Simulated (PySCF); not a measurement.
Mg: excitation energy

Mg [Ne] 3s2 (1S) → Mg [Ne] 3s1 3p1 (3P), as a difference of total energies. Calculation: PySCF 2.14, in aug-cc-pVQZ-DK (7s6p4d3f2g, 84 functions); the spin-free X2C one-electron Hamiltonian (Gaussian nucleus). Correlated levels: valence: [Ne] frozen. The calculations carry no spin-orbit coupling.

```csv
method,excitation energy (eV)
UHF,1.804
LDA,2.771
PBE,2.625
PBE0,2.535
r2SCAN,2.388
BHandHLYP,2.749
M06,2.761
CAM-B3LYP,2.802
MP2 (valence),2.404
SCS-MP2 (valence),2.580
```

Q: How much does correlation contribute at MP2 (valence)?

A: 2.404 − (1.804) = 0.600 eV, measured against UHF.

Errors of the correlated levels include the incompleteness of this basis and the frozen core.

For comparison: 2.714 eV (measured; NIST levels, between the centres of gravity of the two terms).
